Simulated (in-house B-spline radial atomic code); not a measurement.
## RPA and G0W0 on SCAN: Cd+

Configuration [Kr] 4d10 5s1, highest spin, mean-field start SCAN. Computed with an all-electron radial atomic-structure program (B-spline basis): all electrons, non-relativistic, point nucleus, each spin shell either full or empty, empty states to l = 9 with an (l + 1/2)⁻⁴ tail; G0W0 by contour deformation at full frequency.

Without relativity these are model numbers: it shifts the levels of so heavy an element strongly and can reorder them.

Command:
```bash
python run_gw.py task.json out
```
Settings (radii: box in bohr, nucleus in fm):
```
Z                        48
electrons                47
configuration            [Kr] 4d10 5s1
hamiltonian              nr
method                   scan,scan
lmax                     9
spin_polarised           True
box_radius               23.78
intervals                55
ion_configuration        [Kr] 4d10
```

Cost of the run: 11 s on 1 thread of Arm Neoverse N1 (shared host).

Energies (hartree):

| term | value |
| --- | --- |
| mean-field total | -5467.64240 |
| Hartree-Fock functional on these orbitals | -5464.85577 |
| direct second order | -4.1049 |
| second-order exchange | 1.137 |
| SOSEX correction | 1.0469 |

**Question.** What is the RPA correlation energy, and what remains with SOSEX?

**Answer.** RPA gives -3.5621 hartree (-2.06 eV per electron); RPA + SOSEX gives -2.5152, and the second-order doubles -2.9679 hartree (no singles). SOSEX takes back 29 % of the RPA value.

Quasi-particle levels (eV):

| level | occupied | mean field | Σx - vxc | Σc | QP weight | G0W0 |
| --- | --- | --- | --- | --- | --- | --- |
| 5s up | yes | -13.131 | -1.95 | ? | ? | ? |
| 5s down | no | -11.156 | 5.11 | -2.49 | 0.912 | -8.538 |

G0W0 = mean field + (Σx - vxc) + Σc, with Σc (partial-wave tail included) taken at the quasi-particle energy. Only the outer levels were computed. Levels of low weight are left out.

**Question.** Where does G0W0 put 5s up?

**Answer.** At -16.666 eV, with Σc = -1.59 eV and a quasi-particle weight of 0.939. The tabulated removal energy is 16.908 eV (NIST, measured); the calculation leaves out relativity, Breit and QED terms, and what these don't explain is the method's own error.

**Question.** What does it cost to remove one electron (to [Kr] 4d10) by differences of total energies, each species on its own start (correlation terms add to the Hartree-Fock functional)?

**Answer.** SCAN 16.417 eV, Hartree-Fock functional 14.651 eV, + RPA 16.535 eV, + RPA + SOSEX 15.821 eV, + second order 16.907 eV. Tabulated: 16.908 eV (NIST, measured); the calculation leaves out relativity, Breit and QED terms, and what these don't explain is the method's own error.
